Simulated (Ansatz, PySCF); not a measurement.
Process, species as SMILES: O[SiH2] → O[SiH2-] (an electron is taken up)
Each molecule is optimised on its own at B3LYP-D3(BJ)/def2-TZVP (Ansatz, a quantum-chemistry and plane-wave program), one conformer each, not searched for the lowest. Frequencies are from Ansatz or PySCF.

Property: adiabatic electron affinity (0 K, with B3LYP-D3(BJ) harmonic zero-point energies), positive where the reaction releases energy, in eV. Cores are frozen in the correlated levels unless marked. UHF or UKS for open shells. Spin-orbit coupling is left out. No relativistic terms. Anions need diffuse functions: aug- sets have them; the other sets have none. CBS marks a two-point X^-3 extrapolation of the correlation energy; Hartree-Fock from the larger set.

```csv
level,program,adiabatic electron affinity (eV)
HF/cc-pV(Q+d)Z,Ansatz,-0.10
PBE0-D4/def2-TZVP,Ansatz + dftd4,0.95
```

Problem. Predict the CCSD(T)/CBS(aug-cc-pV(T+d)Z,aug-cc-pV(Q+d)Z) result (Ansatz).

Solution. 1.18 eV, so PBE0-D4/def2-TZVP differs from it by -0.23 eV.
